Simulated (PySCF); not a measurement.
H3F3Ge2, SMILES [F][Ge]([F])([F])[GeH3] at its CAM-B3LYP/def2-SVP optimised geometry (Å):

```
8

F      1.7958     0.7768     1.3939
Ge     1.0898     0.0581     0.0000
F      1.7797     0.9059    -1.3276
F      1.7802    -1.5151    -0.0748
Ge    -1.3200     0.0581     0.0000
H     -1.7802     1.5151     0.0000
H     -1.7776    -0.6727     1.2613
H     -1.7744    -0.6705    -1.2640
```

Method: CAM-B3LYP/def2-TZVP run with PySCF 2.14.0. Cells within 0.4 Å of a nucleus heavier than hydrogen are left out (blank, or x).

Map of the HOMO amplitude (bohr^(-3/2)) on the plane z = 0.0 Å; orbital energy -10.96 eV, overall sign arbitrary:

```
|4444444444444444444444444444444|
|4444444444444444444444444444444|
|4444444444444444444444444444444|
|4444444444444444444444444444444|
|4444444444444444444444444444444|
|4444444444444444444444444444444|
|4444444444444444444444444444444|
|4444444333444445554444444444444|
|4444443333344555555444444444444|
|4444433222344555555544444444444|
|4444433222345566665544444444444|
|4444333223455666666554444444444|
|4444333223456778876654444444444|
|4444332223557889986554444444444|
|444433222xxx689997xxx4444444444|
|444433222xxx589997xxx3444444444|
|4444332224x46899974x44444444444|
|4444332223457788876544444554444|
|4444333333456777766433345555444|
|4444433333455666655321355555444|
|444444434445555555420xx87655444|
|444444444444555554420xxx7655444|
|4444444444444555444324x87655444|
|4444444444444444444444666555444|
|4444444444444444444445555555444|
|4444444444444444444444555554444|
|4444444444444444444444444444444|
|4444444444444444444444444444444|
|4444444444444444444444444444444|
|4444444444444444444444444444444|
|4444444444444444444444444444444|
```
Scale: ten equal steps from -0.153 (start of '0') to 0.169 (end of '9'), in the order '0123456789'; x runs from -4.00 to 4.00, y from -4.00 (bottom) to 4.00 (top).
